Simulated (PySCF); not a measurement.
Computed properties of C₂H₃ClF₂Si, SMILES Cl/C(F)=C(\[SiH3])F

C₂H₃ClF₂Si, SMILES F/C([SiH3])=C(\F)Cl. Coordinates come from a ωB97X-D3(BJ)/def2-SVP optimisation. The structure was generated by enumeration; whether it is a known compound was not checked. The values are those of a single conformer. All values are computed for the isolated molecule unless a solvent is named; none is compared with measurement here.

**Structure.** All 21 harmonic modes at ωB97X-D3(BJ)/def2-SVP (PySCF) are real, so it is a minimum. With heavy atoms numbered as in [F:1]/[C:2]([SiH3:3])=[C:4](\[F:5])[Cl:6], the shortest bond between them is C4–F5 at 1.320 Å and the longest C2–Si3 at 1.893 Å.

**Vibrations.** The strongest infrared lines (harmonic, unscaled, degenerate partners summed) lie at 926 cm⁻¹ (273 km/mol, H 81 %, C 11 %), 1209 cm⁻¹ (197 km/mol, C 66 %, F 31 %), 1787 cm⁻¹ (128 km/mol, C 97 %). The softest mode is at 91 cm⁻¹ and the zero-point energy is 27.3 kcal/mol.

**Electronic structure.** B3LYP/def2-TZVP (PySCF) places the frontier levels at -7.25 and -0.92 eV, a gap of 6.33 eV, and gives a dipole moment of 1.49 D and a mean polarisability of 63.4 bohr³. PBE/def2-TZVP (PySCF) at the same geometry gives -6.19 and -1.58 eV, so its gap is 1.72 eV narrower. An orbital gap is neither the optical nor the fundamental gap.

**Excitations.** TDDFT-PBE0/def2-SVPD (PySCF) has S1 at 5.88 eV (211 nm, f = 0.001, dark); the most intense of the 10 singlets computed lies at 6.33 eV (f = 0.26). T1 (TDA) is at 3.89 eV. TDDFT-PBE/def2-SVPD (PySCF) puts S1 at 5.38 eV. No vertical singlet excitation falls in the visible range (under 3.1 eV).

**NMR.** GIAO shifts at PBE0/pcSseg-1 (PySCF) (non-relativistic, atoms alike by connectivity averaged): ¹³C from 147.5 to 162.1 ppm against TMS; ¹H at 4.6 ppm against TMS; ²⁹Si at -73.2 ppm against TMS; ¹⁹F from -152.9 to -87.4 ppm against CFCl3. Without spin–orbit terms, shifts of atoms bonded to Cl or Br come out too high.

**Solvation.** SMD-PBE0/def2-SVP (PySCF) gives 3.6 kcal/mol in water, -0.6 kcal/mol in ethylethanoate, -0.2 kcal/mol in 1-octanol (1 M in both phases, gas-phase geometry).
